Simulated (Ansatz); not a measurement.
Start from `C=C(F)N[SiH3]` and change one atom or group to get `C=C(F)O[SiH3]`.

Ansatz, PBE0-D4/def2-TZVP geometries, multiplicity 1. Each molecule was computed in one conformer, which needn't be the lowest.

```tsv
property	`C=C(F)N[SiH3]`
HOMO energy (ωB97M-V/def2-TZVPP) / eV	-8.55
size of the dipole moment (PBE/def2-TZVPP) / D	1.81
LUMO energy (ωB97M-V/def2-TZVPP) / eV	1.83
HOMO–LUMO gap (PBE/def2-TZVPP) / eV	4.60
HOMO energy (B3LYP/def2-TZVPP) / eV	-6.14
HOMO energy (PBE0/def2-TZVPP) / eV	-6.35
```

Task: What does the change do to each property? (Estimate.)

Result: Ansatz gave: 
```csv
property,`C=C(F)O[SiH3]`,shift
HOMO energy (ωB97M-V/def2-TZVPP) / eV,-9.24,-0.69
size of the dipole moment (PBE/def2-TZVPP) / D,0.84,-0.97
LUMO energy (ωB97M-V/def2-TZVPP) / eV,1.70,-0.13
HOMO–LUMO gap (PBE/def2-TZVPP) / eV,4.90,0.30
HOMO energy (B3LYP/def2-TZVPP) / eV,-6.77,-0.63
HOMO energy (PBE0/def2-TZVPP) / eV,-6.98,-0.63
```

With PBE0 the HOMO falls by 0.63 eV and the LUMO falls by 0.24 eV, so the gap widens by about 0.39 eV. PBE moves the HOMO by -0.57 eV and ωB97M-V by -0.69 eV. Dipoles are sizes alone; their direction can turn.

B3LYP here is the variant with VWN-RPA as its local correlation; programs differ in this.
